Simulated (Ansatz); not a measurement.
Species: sum formula Si2N2H8, net charge 0, singlet state. 
Structure (B3LYP-D3(BJ)/def2-TZVP (Ansatz, an electronic-structure program) minimum search):
```
Si
N 1 1.7332
H 2 1.0087 1 120.69
H 2 1.0090 3 110.94 1 144.78
H 1 1.4848 2 107.68 3 -55.61
H 1 1.4924 5 105.84 2 -124.19
Si 1 2.3536 5 112.54 6 -120.97
N 7 1.7332 1 104.67 5 -108.68
H 8 1.0087 7 120.69 1 -175.57
H 8 1.0090 9 110.94 7 144.78
H 7 1.4848 8 107.68 9 -55.61
H 7 1.4924 11 105.84 8 -124.19
```
Charge 0, spin multiplicity 1.

Atomisation energy built up term by term with Ansatz (kcal/mol; UHF references for open shells; valence terms freeze the core; atomic spin-orbit terms are left out). CBS marks a two-point X^-3 extrapolation of the correlation energy; Hartree-Fock from the larger set.

| term | basis | kcal/mol |
|---|---|---|
| Hartree-Fock | aug-cc-pV(Q+d)Z | 654.31 |
| CCSD correlation | CBS(aug-cc-pV(T+d)Z,aug-cc-pV(Q+d)Z) | 255.09 |
| (T) | CBS(aug-cc-pV(T+d)Z,aug-cc-pV(Q+d)Z) | 12.46 |
| core correlation | cc-pwCVTZ | 1.24 |
| scalar relativity (X2C) | cc-pVTZ-DK against cc-pVTZ | -1.97 |
| sum: De |  | 921.1 |

(T) makes 1.4 % of the CCSD(T) atomisation energy; under 5 % is typical of single-reference molecules.
